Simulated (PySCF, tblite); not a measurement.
A set of runs on `[SiH2]1O[Si@@]([SiH3])(O)[SiH2][SiH2]1`; the geometry of each is named by its level. Settings lines and outputs come from a driver script.

H₁₀O₂Si₅.
Atom-mapped SMILES: `[OH:1][Si@:2]1([SiH3:3])[O:4][SiH2:5][SiH2:6][SiH2:7]1` (hydrogens: H8 on O1; H9, H10, H11 on Si3; H12, H13 on Si5; H14, H15 on Si6; H16, H17 on Si7)

Step 1: GFN2-xTB geometry optimisation, gas phase (tblite 0.8.0) (from a force-field or distance-geometry start)
```json
{"job": {"kind": "relax", "xc": "GFN2-xTB", "basis": "xTB"}, "charge": 0, "multiplicity": 1}
```
```
step      E/eV     max force
  0    -597.82770    1.029
  1    -597.89200    0.767
  2    -598.02667    1.060
...
138    -598.34731    0.012
139    -598.34733    0.013
140    -598.34736    0.013
141    -598.34738    0.011
142    -598.34740    0.010
```

Energy lowered by 12.0 kcal/mol over 142 steps; largest atomic force 0.010 eV/Å at the end. «max force» is the largest atomic force in eV/Å.

On an Intel Xeon 6975P-C with one thread, shared host, this took 1.5 s of wall time.

Step 2: GFN2-xTB harmonic vibrations, gas phase (tblite 0.8.0) (on the GFN2-xTB geometry)
```json
{"job": {"kind": "ir", "xc": "GFN2-xTB", "basis": "xTB"}, "charge": 0, "multiplicity": 1}
```
```
(table of modes left out)
```

45 modes from 30 to 3640 cm⁻¹ (unscaled, harmonic); zero-point energy 57.0 kcal/mol; all wavenumbers are real at this level.

Hardware: Intel Xeon 6975P-C, one thread, no GPU, shared host. Cost: 0.92 s.

Step 3: TDDFT CAM-B3LYP/def2-SVPD, vertical, gas phase, core orbitals frozen in the response (PySCF 2.14.0, density-fitted response routines) (on the GFN2-xTB geometry)
```json
{"job": {"kind": "uv", "xc": "CAM-B3LYP", "basis": "def2-SVPD", "nstates": 8, "ntriplets": 3}, "charge": 0, "multiplicity": 1}
```
```
...
Static polarisability (au): isotropic 145.803, principal 120.172 145.104 172.132
Singlet excitations
state   eV       nm        f      main configurations
  1   5.2606    235.7   0.05355   H->L 0.84
  2   5.8251    212.8   0.17622   H->L+2 0.41, H->L+1 0.36, H->L 0.10
  3   6.1020    203.2   0.09154   H-1->L 0.30, H->L+1 0.23, H->L+3 0.18
  4   6.1045    203.1   0.06293   H->L+2 0.27, H-1->L 0.19, H->L+1 0.17
  5   6.5723    188.6   0.01432   H-1->L+1 0.66, H->L+1 0.12
  6   6.6217    187.2   0.00999   H->L+3 0.40, H-1->L 0.33
  7   6.9244    179.1   0.02720   H-1->L+2 0.48, H->L+4 0.21
  8   6.9703    177.9   0.01155   H-2->L 0.41, H-3->L 0.19, H-2->L+1 0.18
Triplet excitations (Tamm-Dancoff, eV): 4.7204 5.1527 5.4160
```

HOMO -8.55 eV, LUMO -0.06 eV; lowest singlet 5.26 eV; lowest triplet 4.72 eV (Tamm–Dancoff); mean polarisability 145.8 au.

Hardware: one thread, Intel Xeon 6975P-C (x86_64), no GPU, shared host with 48 logical CPUs at a one-minute load of 11. Cost: 53 s (with the writing of density and orbital grids), 1.1 GiB resident at most.

Geometry of the electronic-property runs (GFN2-xTB):
```
atom  x, y, z in Å
O1     1.0889   -0.1899   -2.0921
Si2    0.8969    0.0820   -0.4863
Si3    2.8618   -0.1542    0.6986
O4    -0.0074   -1.1827    0.0981
Si5   -1.5586   -1.5238    0.4791
Si6   -2.5713    0.5385    0.1466
Si7   -0.6862    1.7939   -0.4757
H8     1.3431   -1.0433   -2.4353
H9     3.6424   -1.3754    0.4396
H10    2.6344   -0.1236    2.1478
H11    3.7716    0.9581    0.3947
H12   -1.4655   -2.0440    1.8459
H13   -1.9233   -2.6266   -0.4173
H14   -3.6397    0.4883   -0.8679
H15   -3.2676    1.0400    1.3442
H16   -0.3279    2.8384    0.5046
H17   -0.7987    2.5362   -1.7409
```

 (This holds for the electronic-property runs.)

One conformer stands for the species.
